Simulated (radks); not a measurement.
The calcium ion Ca0.375+, 19.625 electrons, occupied as [Ne] 3s1.625 3p6 4s2 (fractional occupations, a model configuration).

Method: scalar-relativistic Kohn-Sham, LDA (Slater exchange, Perdew-Wang correlation), spin-unpolarised, spherical densities, finite nucleus; Fermi nuclear charge, rms radius 3.4776 fm; computed with a radial shooting solver on a logarithmic mesh with Libxc functionals.

Energy parts (hartree):
| part | energy |
|---|---|
| total | -678.00922 |
| kinetic | 682.19064 |
| electron-nucleus | -1608.32798 |
| Hartree | 282.22261 |
| exchange-correlation | -34.09449 |

Orbitals (lengths in bohr, moments of r in powers of bohr):
| orbital | occ. | eigenvalue (hartree) | <r^2> |
|---|---|---|---|
| 1s | 2 | -144.9604 | 0.007977 |
| 2s | 2 | -15.41541 | 0.1582 |
| 2p | 6 | -12.52995 | 0.1334 |
| 3s | 1.625 | -1.91409 | 1.521 |
| 3p | 6 | -1.21453 | 1.849 |
| 4s | 2 | -0.23298 | 15.09 |

The highest occupied level is 4s at -6.340 eV. The electron density at the nucleus is 6141 e/bohr^3 (large components only). The density falls to 0.001 e/bohr^3 at r = 4.89 bohr. Summed over all electrons, <r^2> = 44.88 bohr^2, which gives a Langevin (diamagnetic) susceptibility term of -35.5 x 10^-6 cm^3/mol.
